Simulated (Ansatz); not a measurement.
Al₇P₈H₂₂, a nanocrystal cut from wurtzite AlP (hydrogen-capped). The state is a doublet with charge 0. Geometry PBE-D4/def2-SVP, that of the charge +1 singlet; atoms count from 1.

```xyz
37

Al   -3.360    0.656    2.873
P    -1.231    1.399    3.818
P    -2.662    0.405    0.548
Al   -0.945    1.724   -0.477
Al    0.659    0.159    3.003
P     1.005    1.230    0.885
P    -0.361    0.793   -2.606
Al    1.584    1.492   -3.905
Al    3.020    0.561   -0.231
P     3.051    2.126   -2.054
Al   -2.324   -1.933    0.786
P    -0.418   -1.912    2.312
P    -1.320   -2.691   -1.295
Al    0.243   -1.500   -2.728
P     2.273   -1.456   -1.373
H    -4.564    1.662    3.126
H    -3.267   -0.882    3.374
H    -0.916    2.786    3.673
H    -1.269    1.308    5.243
H    -3.842    0.549   -0.250
H    -1.243    3.288   -0.503
H     1.932   -0.062    3.929
H     1.403    2.533    1.338
H    -1.499    0.943   -3.461
H     1.328    2.658   -4.953
H     2.266    0.054   -4.208
H     4.316    0.346    0.662
H     2.848    3.425   -1.494
H     4.394    2.271   -2.521
H    -3.513   -2.892    1.214
H    -0.752   -2.673    3.473
H     0.621   -2.753    1.799
H    -2.459   -2.852   -2.147
H    -0.953   -4.071   -1.196
H     0.388   -2.235   -4.127
H     2.213   -2.482   -0.377
H     3.353   -1.978   -2.149
```

Single mean-field runs in def2-TZVP are fitted with def2-universal-jkfit.

**Question.** Estimate the Mulliken populations of the heavy atoms from the PBE0/def2-TZVP orbitals of Ansatz.

**Answer.** 
```
atom  charge (e)  spin (α − β)
 Al1        0.24          0.00
  P2       -0.23          0.01
  P3       -0.31         -0.01
 Al4        0.25          0.07
 Al5        0.34         -0.01
  P6       -0.38          0.12
  P7       -0.31         -0.01
 Al8        0.24          0.00
 Al9        0.34         -0.01
 P10       -0.23          0.01
Al11        0.26          0.08
 P12       -0.30          0.13
 P13       -0.22          0.01
Al14        0.26          0.08
 P15       -0.30          0.13
```
Mulliken values depend strongly on the basis.

**Question.** Where does the spin sit?

**Answer.** Summed by element: Al 0.23, P 0.38, H 0.39, of 1 unpaired in all. Largest on single atoms: H23 0.14, P12 0.13, P15 0.13.

**Question.** And the Mayer bond orders between heavy atoms (over 0.3)?

**Answer.** Al1–P2 0.69 (2.45 Å); Al1–P3 0.74 (2.44 Å); P2–Al5 0.76 (2.40 Å); P3–Al4 0.79 (2.40 Å); P3–Al11 0.83 (2.37 Å); Al4–P6 0.79 (2.43 Å); Al4–P7 0.79 (2.40 Å); Al5–P6 0.82 (2.40 Å); Al5–P12 0.76 (2.44 Å); P6–Al9 0.82 (2.40 Å); P7–Al8 0.74 (2.44 Å); P7–Al14 0.83 (2.37 Å); Al8–P10 0.69 (2.45 Å); Al9–P10 0.76 (2.40 Å); Al9–P15 0.76 (2.44 Å); Al11–P12 0.78 (2.44 Å); Al11–P13 0.74 (2.43 Å); P13–Al14 0.74 (2.43 Å); Al14–P15 0.78 (2.44 Å).
